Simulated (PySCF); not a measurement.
H₃NOSi, singlet, geometry from GFN2-xTB. Base run: PBE0/def2-SVP, polarisability run with PySCF.

The PySCF input:
```python
from pyscf import gto, scf, dft
from pyscf.prop import polarizability

mol = gto.Mole()
mol.atom = '''
    Si   -0.286011    0.077882    0.568738
    O     0.599914    1.222015   -0.173622
    H     1.034850    1.124058   -1.023432
    N    -0.207769   -1.234813   -0.537012
    H     0.287773   -1.232281   -1.421259
    H    -0.663396   -2.114565   -0.369572
'''
mol.basis = 'def2-svp'
mol.charge = 0
mol.spin = 0
mol.verbose = 4
mol.build()

mf = dft.RKS(mol)
mf.xc = 'pbe0'
mf.kernel()
alpha = mf.Polarizability().polarizability()[2, 2]
print('alpha_zz =', alpha)
```

The base run was repeated with changes; each row names its change, and settings that it needs were set with it.

```tsv
change	alpha_zz (bohr³)	basis functions	core-seconds (rough)
base	35.21	61	5
finite field (a.u.) = 2e-4; conv_tol = 1e-6	26.39	61	2
basis = 6-31G	34.91	37	3
basis = 6-31G*	35.61	52	4
finite field (a.u.) = 0.001; conv_tol = 1e-11	35.21	61	5
basis = 6-31+G*	42.33	64	6
basis = cc-pVDZ	___	61	5
basis = cc-pVTZ	___	___	20
functional = camb3lyp	34.36	61	7
finite field (a.u.) = 0.001; conv_tol = 1e-6	35.19	61	3
basis = def2-TZVP	41.18	117	10
basis = def2-SVPD	44.92	91	8
```

What belongs in the gaps?


- basis = cc-pVDZ, alpha_zz (bohr³): 35.80
- basis = cc-pVTZ, alpha_zz (bohr³): 40.85
- basis = cc-pVTZ, basis functions: 136

Finite-field rows take the second difference of the energy in a field along z; a small field with loose convergence shows SCF noise divided by the square of the field, and a large one adds hyperpolarisability.
